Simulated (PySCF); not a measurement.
Correlation energy of As³⁺ (arsenic, charge +3)

[Ar] 3d10 4s2, closed-shell 1S. All numbers are calculated (PySCF 2.14, scalar relativity through the core potential, in aug-cc-pwCVDZ-PP with ECP10MDF (6s5p4d1f, 48 functions)). Frozen: 3s2 3p6 3d10; 2 electrons correlated.

With two correlated electrons CCSD is exact within the correlated space (frozen core and kept virtual orbitals).

```tsv
level	correlation energy (mhartree)
CCSD	-40.97
```

Diagnostics: T1 = 0.0031, D1 = 0.0044, largest double amplitude 0.100.

Cost of the coupled-cluster step: about 0.26 core-seconds, for 2 correlated electrons.
